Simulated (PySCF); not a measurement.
C3BrClO.
Cartesian coordinates in Å at the PBE0-D3(BJ)/def2-SVP level; atoms count from 1:
```xyz
6
C3BrClO angstrom
O     -0.3530    2.1485   -0.1597
C     -0.1718    0.9761   -0.0783
C     -0.5913   -0.3993   -0.2371
Cl    -1.7037   -1.5803   -0.6751
C      0.6410   -0.1753    0.2530
Br     2.1764   -0.9716    0.8760
```

Theory: PySCF, PBE0-D3(BJ)/def2-SVP geometry optimisation, gas phase.

Take the most abundant isotopes and a rigid rotor. 

(1) Give the principal moments of inertia and the rotational constants in GHz.

(2) What kind of rotor is it?

(3) Is it planar, by Δ = Ic − Ia − Ib?

(4) Predict some low-J microwave lines.

(5) Estimate the classical rotational partition function at 10 K, 100 K and 298.15 K.

Results:

(1) Ia = 194.61, Ib = 490.81, Ic = 685.43 u·Å²; 505379 MHz·u·Å²/I gives 2597, 1030 and 737.3 MHz, that is A = 2.5968, B = 1.0297, C = 0.7373 GHz.

(2) An asymmetric top. Ray's parameter κ = (2B − A − C)/(A − C) = -0.686; −1 is the prolate and +1 the oblate limit.

(3) Planar: Δ = Ic − Ia − Ib = 0.00 u·Å². For a rigid frame Δ = −2 Σ m c², so it vanishes when all atoms lie in the ab plane; here none is more than 0.01 Å from it.

(4) The dipole components are |μa| = 0.84 D, |μb| = 2.84 D, |μc| = 0.00 D; the mirror of this Cs structure is the ab plane, so μc vanishes by symmetry and there are no c-type lines. Intensities carry the squares of the components, which stand as 0.09 : 1.00 (a : b). Some lines, for components of 0.1 D or more:

| type | branch | J(Ka,Kc) | MHz | lower level (cm⁻¹) |
| --- | --- | --- | --- | --- |
| a | Q | 2(1,1) ← 2(1,2) | 877 | 0.219 |
| a | R | 1(0,1) ← 0(0,0) | 1767 | 0.000 |
| b | Q | 1(1,0) ← 1(0,1) | 1860 | 0.059 |
| b | R | 2(0,2) ← 1(1,1) | 1930 | 0.111 |
| b | Q | 2(1,1) ← 2(0,2) | 2189 | 0.176 |
| a | R | 2(1,2) ← 1(1,1) | 3242 | 0.111 |
| b | R | 1(1,1) ← 0(0,0) | 3334 | 0.000 |
| a | R | 2(0,2) ← 1(0,1) | 3497 | 0.059 |
| a | R | 2(1,1) ← 1(1,0) | 3826 | 0.121 |
| b | Q | 2(2,0) ← 2(1,1) | 4739 | 0.249 |
| b | R | 2(1,2) ← 1(0,1) | 4809 | 0.059 |
| b | Q | 2(2,1) ← 2(1,2) | 5579 | 0.219 |
| b | R | 2(2,1) ← 1(1,0) | 8528 | 0.121 |
| b | R | 2(2,0) ← 1(1,1) | 8857 | 0.111 |

(5) Point group Cs, symmetry number σ = 1; q = (√π/σ)·√((kT/h)³/(ABC)), k/h = 20836.6 MHz/K: 3800 at 10 K, 120000 at 100 K, 618000 at 298.15 K.

Whether it is a minimum is left open (no frequencies). Zero-point vibration and centrifugal distortion are left out. Quadrupole hyperfine structure (35Cl, 79Br) is left out.
